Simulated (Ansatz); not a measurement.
Redistribution: Si(CH3)(NH2)2(SiH3) + CH8OSi2 → Si(NH2)2(SiH3)2 + C2H8OSi

Species: Si(CH3)(NH2)2(SiH3), singlet; CH8OSi2 `CO[SiH2][SiH3]`, singlet; Si(NH2)2(SiH3)2, singlet; C2H8OSi `CO[SiH2]C`, singlet. The partners trade CH3 for SiH3; both sit on Si, so the bond types are kept.

Shapes, held fixed at every level: PBE0-D4/def2-TZVP. Flexible molecules stand in one conformer, not always the lowest. Programs: Ansatz 0.2.0. Electronic energies: no zero-point or thermal term.

```json
{"level": "PBE-D4/def2-TZVPP", "kind": "GGA", "ΔE (kJ/mol)": "-2.5", "less CCSD(T)/CBS estimate": "-2.6"}
{"level": "wB97M-V/def2-TZVPP", "kind": "range-separated hybrid", "ΔE (kJ/mol)": "+0.3", "less CCSD(T)/CBS estimate": "+0.2"}
{"level": "B2PLYP/def2-TZVPP", "kind": "double hybrid", "ΔE (kJ/mol)": "+0.9", "less CCSD(T)/CBS estimate": "+0.8"}
{"level": "MP2/def2-TZVPP", "kind": "perturbation theory", "ΔE (kJ/mol)": "+0.3", "less CCSD(T)/CBS estimate": "+0.2"}
{"level": "CCSD(T)/def2-TZVPP", "kind": "coupled cluster or CI", "ΔE (kJ/mol)": "+1.1", "less CCSD(T)/CBS estimate": "+1.0"}
{"level": "CCSD/def2-TZVPP", "kind": "coupled cluster or CI", "ΔE (kJ/mol)": "+2.0", "less CCSD(T)/CBS estimate": "+1.9"}
{"level": "CCSD(T)/CBS estimate", "kind": "coupled cluster or CI", "ΔE (kJ/mol)": "+0.1", "less CCSD(T)/CBS estimate": "0.0"}
```

The highest level, CCSD(T)/CBS estimate, gives ΔE = +0.1 kJ/mol; the levels span -2.5 to +2.0. That is about zero within the method's error. They disagree on the sign: 6 of 7 are positive. The column of differences is taken from that level and isn't an error. No measured value is set beside it here. The CBS estimate extrapolates MP2 from def2-TZVPP and def2-QZVPP and adds CCSD(T) − MP2 in the triple-zeta set, cores frozen.
